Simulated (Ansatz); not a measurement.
One change: `BCBr` becomes `BCS`.

Ansatz, PBE0-D4/def2-TZVP geometries, multiplicity 1. Each molecule was computed in one conformer, which needn't be the lowest.

Scalar relativity is left out up to krypton.

```tsv
property	`BCBr`
HOMO energy (B3LYP/def2-TZVPP) / eV	-8.27
ideal-gas entropy at 298 K and 1 bar (rigid rotor, harmonic PBE0-D4/def2-TZVP) / J/(mol·K)	282
HOMO–LUMO gap (PBE0/def2-TZVPP) / eV	7.52
LUMO energy (PBE/def2-TZVPP) / eV	-2.03
LUMO energy (PBE0/def2-TZVPP) / eV	-1.02
size of the dipole moment (B3LYP/def2-TZVPP) / D	1.54
```

(1) What does the change do to each property? (Estimate.)

## Answers

(1) Ansatz gave: 
| property | `BCS` | shift |
| --- | --- | --- |
| HOMO energy (B3LYP/def2-TZVPP) / eV | -6.56 | 1.71 |
| ideal-gas entropy at 298 K and 1 bar (rigid rotor, harmonic PBE0-D4/def2-TZVP) / J/(mol·K) | 302 | 20 |
| HOMO–LUMO gap (PBE0/def2-TZVPP) / eV | 5.13 | -2.39 |
| LUMO energy (PBE/def2-TZVPP) / eV | -2.72 | -0.69 |
| LUMO energy (PBE0/def2-TZVPP) / eV | -1.68 | -0.66 |
| size of the dipole moment (B3LYP/def2-TZVPP) / D | 1.28 | -0.26 |

With PBE0 the HOMO rises by 1.73 eV and the LUMO falls by 0.66 eV, so the gap narrows by about 2.39 eV. PBE moves the HOMO by 1.68 eV and ωB97M-V by 1.74 eV. The zero-point energy changes by 18.0 kJ/mol with +3 modes. Dipoles are sizes alone; their direction can turn.

B3LYP here is the variant with VWN-RPA as its local correlation; programs differ in this.

Spin–orbit coupling is left out; it splits and shifts lone-pair levels of the heavy atoms by tenths of an eV.
